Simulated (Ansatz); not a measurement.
A search over several starts for the lowest SCF solution of CuN3H9, that is [Cu(NH3)3]+ with one electron more at the given spin, in a small basis.

```yaml
crystal:
  periodic: [false, false, false]
  atoms:
    - {symbol: Cu, position_ang: [-0.004436, -0.002600, -0.002865]}
    - {symbol: N, position_ang: [2.036943, -0.008124, -0.013055]}
    - {symbol: H, position_ang: [2.465365, -0.945138, -0.049646]}
    - {symbol: H, position_ang: [2.443105, 0.441592, 0.821943]}
    - {symbol: H, position_ang: [2.437735, 0.503116, -0.814473]}
    - {symbol: N, position_ang: [-1.008531, 1.773599, -0.002717]}
    - {symbol: H, position_ang: [-1.585944, 1.907019, 0.841812]}
    - {symbol: H, position_ang: [-1.664920, 1.865633, -0.793245]}
    - {symbol: H, position_ang: [-0.407174, 2.609531, -0.052844]}
    - {symbol: N, position_ang: [-1.028854, -1.765784, 0.013236]}
    - {symbol: H, position_ang: [-2.054968, -1.668316, -0.009173]}
    - {symbol: H, position_ang: [-0.830367, -2.337249, 0.848971]}
    - {symbol: H, position_ang: [-0.797943, -2.373299, -0.787953]}
basis:
  gaussian: {orbitals: def2-SVP}
magnetization: {spin_polarized: true, initial_magnetization: 1}
hamiltonian: {xc: pbe0, dispersion: d4}
output: {orbitals: {seedname: orbitals}}
```

```sh
$ ansatz run in.yaml --threads 4 --pin off --events-out ev --progress --plain --max-ram 3916MiB
```

It prints (some lines left out):

```
Functional definition: PBE0
1246 factors; integrals over basis functions are off by at most 1.2e-3 eV
mean field evaluation 1: about -49219.9699 eV, gradient 6.2e1 eV
mean field evaluation 2: about -48436.4519 eV, gradient 4.0e2 eV
mean field evaluation 4: about -49233.0726 eV, gradient 3.0e1 eV
mean field evaluation 8: about -49235.6511 eV, gradient 9.5e-1 eV
mean field evaluation 16: about -49235.6565 eV, gradient 3.3e-4 eV
mean field -49235.65652479 eV, -1809.3770041595 hartree, gradient 7.4e-5 eV, S^2 0.750507; 0 other end points of the search recorded, 0 dependent functions left out
reference -49235.65658693 eV, -1809.3770064429 hartree; 30, 29 occupied and 88, 89 virtual orbitals, 1246 factors
Total energy: -49235.82548726 eV, -1809.3832134158 hartree
```

Run time 3 s (4 threads of Arm Neoverse V1 on a shared host).
